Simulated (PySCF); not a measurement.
## Two-component Hartree-Fock for Mg (magnesium, neutral)

Start: [Ne] 3p2; 3p3/2 filled at m_j = +1/2, +3/2. Calculated with PySCF 2.14 in x2c-TZVPall-2c (5s5p3d, 35 functions): generalised Hartree-Fock with the X2C-1e Hamiltonian and a Gaussian nucleus; one run each with spin-orbit coupling (SO) switched off, then screened by Boettger's factors. This is a chosen level, not necessarily the ground level.

| spinor shell | electrons | ε, spin-free (eV) | ε, screened SO (eV) | weight of nominal j (screened SO) | rms radius, screened SO (bohr) |
| --- | --- | --- | --- | --- | --- |
| 1s1/2 | 2 | -1340.0 | -1340.0 | 1.000 | 0.151 |
| 2s1/2 | 2 | -106.18 | -106.18 | 1.000 | 0.755 |
| 2p1/2 | 2 | -65.643 | -65.862 | 0.877 | 0.768 |
| 2p3/2 | 4 | -65.643 | -65.537 | 0.938 | 0.770 |
| 3p3/2 | 2 | -4.740 | -4.739 | 0.831 | 4.26 |

```json
{"quantity": "E (hartree)", "spin-free": "-199.67944", "screened SO": "-199.67942"}
{"quantity": "M_J", "spin-free": "2", "screened SO": "2"}
{"quantity": "⟨J²⟩", "spin-free": "6.000", "screened SO": "6.000"}
{"quantity": "⟨L²⟩", "spin-free": "2.000", "screened SO": "2.000"}
{"quantity": "⟨S²⟩", "spin-free": "2.000", "screened SO": "2.000"}
```

Each row is a mean over spinors that exchange with the open shell spreads, by up to 0.418 eV (2p3/2).

Rows whose weight is well below 1 are mixtures of j = l ± 1/2: exchange outweighs spin-orbit coupling there, and the label is only the starting occupation.

Without spin-orbit coupling the j labels of p, d and f shells carry no meaning; the spin-free column gives the mean over the occupied spinors of each nl shell.
